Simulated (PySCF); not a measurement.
A small calculation by hand: chemical shift, span and skew from a shielding tensor

BeH₅NOSi, SMILES [NH2][Be][O][SiH3]. Atoms are numbered in the order given.

```xyz
9

Be    -0.5110     0.6090     1.0614
N     -1.1047     1.2874     2.2557
H     -1.0361     0.9627     3.2158
H     -1.6444     2.1478     2.2403
O      0.0509    -0.0353    -0.0721
Si     0.6738    -0.7972    -1.3920
H     -0.3873    -1.5715    -2.1020
H      1.7547    -1.7417    -0.9816
H      1.2495     0.1988    -2.3436
```
Charge 0, spin multiplicity 1.

Geometry: B3LYP-D3(BJ)/def2-SVP. One conformer was computed; it need not be the lowest.

GIAO shieldings from KT2/pcSseg-1 in PySCF, non-relativistic, no solvent. The symmetric part of the tensor of N2 has the principal values 241.3, 262.6, 288.4 ppm. The same nucleus in NH3 has σ = 266.2 ppm at this level (PySCF, at its B3LYP-D3(BJ)/def2-TZVP geometry).

Problem. Work out the isotropic shielding, the ¹⁵N shift against NH3, the span and the skew.

Solution. 
σ(iso) = (σ11 + σ22 + σ33)/3 = 264.1 ppm. δ = σ(ref) − σ(iso) = 266.2 − (264.1) = 2.1 ppm.
Span Ω = σ33 − σ11 = 47.1 ppm. Skew κ = 3(σ(iso) − σ22)/Ω = 0.10. Tumbling in solution averages the tensor to δ; in a static solid the shielding alone would spread this spin-1/2 line over Ω.
